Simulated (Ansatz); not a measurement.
Total energies of the cluster Ge₂O₂ from Ansatz at PBE0-D4/def2-TZVP, gas phase (1 Eh = 27.2114 eV = 2625.5 kJ/mol). The reference geometry is relaxed at PBE-D4/def2-SVP.

```xyz
4

Ge   -0.0164   -0.6866   -1.1688
Ge    0.0169    0.6861    1.1691
O    -1.0023   -0.6613    0.4026
O     1.0018    0.6619   -0.4029
```

| state | geometry | energy (Eh) |
| --- | --- | --- |
| charge 0 singlet | reference | -4303.92653 |
| charge 1 doublet | reference | -4303.59018 |
| charge 1 doublet | relaxed at PBE-D4/def2-SVP | -4303.59166 |
| charge 0 triplet | relaxed at PBE-D4/def2-SVP | -4303.82847 |
| charge 0 quintet | relaxed at PBE-D4/def2-SVP | -4303.68374 |
| free Ge atom (triplet) | – | -2076.65516 |
| free O atom (triplet) | – | -75.01860 |

Problem. Work out the vertical ionisation energy to the doublet.

Solution. E(charge 1 doublet) − E(charge 0 singlet) = -4303.59018 − (-4303.92653) = 0.33635 Eh = 9.15 eV. For comparison, −ε of the highest occupied level is 7.07 eV at this level, 2.08 eV less.

Problem. How much does the charge 1 doublet relax, and what is the adiabatic ionisation energy?

Solution. Relaxation: -4303.59018 − (-4303.59166) = 0.00148 Eh = 0.04 eV. Adiabatic ionisation energy: 0.33487 Eh = 9.11 eV, without zero-point energy. 

Problem. Which of the charge 0 states is lowest, and how far above it are the others?

Solution. The singlet. triplet: -4303.82847 − (-4303.92653) = 0.09806 Eh = 257.5 kJ/mol; quintet: -4303.68374 − (-4303.92653) = 0.24279 Eh = 637.4 kJ/mol.

Problem. What is the binding energy per atom against free atoms?

Solution. Atoms: 2 × (-2076.65516) + 2 × (-75.01860) = -4303.34752 Eh. Binding: -4303.34752 − (-4303.92653) = 0.57901 Eh = 15.76 eV, or 3.94 eV for each of 4 atoms (no zero-point energy, no counterpoise term).

The structure comes from a short search, and lower isomers may exist.
